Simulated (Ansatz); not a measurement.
`FB[SiH]1C[SiH2]1` + CH₄ → `CB[SiH]1C[SiH2]1` + H–F  (formal exchange of groups at a B–F bond)

Gas-phase electronic energies from Ansatz, PBE0-D4/def2-TZVP geometries. CBS: MP2 limit from def2 TZ/QZ plus the TZ coupled-cluster correction, frozen cores. This one scheme is used for every species. Functionals use def2-TZVPP. B3LYP here is the variant with VWN-RPA as its local correlation; programs differ in this. Each species was taken in one conformer, which may not be the lowest.

```json
{"level": "ωB97M-V", "ΔE (kcal/mol)": "24.7"}
{"level": "B2PLYP", "ΔE (kcal/mol)": "27.7"}
{"level": "B3LYP", "ΔE (kcal/mol)": "30.2"}
{"level": "MP2/def2-TZVPP", "ΔE (kcal/mol)": "21.1"}
{"level": "CCSD(T)/def2-TZVPP", "ΔE (kcal/mol)": "24.1"}
{"level": "MP2/def2-QZVPP", "ΔE (kcal/mol)": "20.5"}
{"level": "SCS-MP2/def2-QZVPP", "ΔE (kcal/mol)": "24.5"}
{"level": "HF/CBS(def2)", "ΔE (kcal/mol)": "41.1"}
```

What does CCSD(T)/CBS give? (Best estimate.)

The calculation gave: +22.9 kcal/mol. The listed levels differ from it by 1.8, 4.8, 7.3, -1.8, 1.2, -2.4, 1.6, 18.2 kcal/mol.

Largest T1 diagnostic among the species: 0.015.

From PBE to PBE0 (25 % exact exchange), in def2-TZVPP and without D4, ΔE moves by +0.7 kcal/mol. The D4 term adds −2.8 kcal/mol with B3LYP and −1.5 kcal/mol with PBE0; it sums over pairs of atoms, weighted by their polarisabilities, and B3LYP, whose exchange is more repulsive, gets the larger term. In def2-TZVPP, CCSD(T) changes the Hartree–Fock value by −17.0 kcal/mol (the triples alone add −2.5 kcal/mol) and MP2 by −19.9 kcal/mol.

CCSD(T)/CBS has its own doubt, a few kJ/mol and more with outer-core shells, so smaller differences from it don't rank the levels.
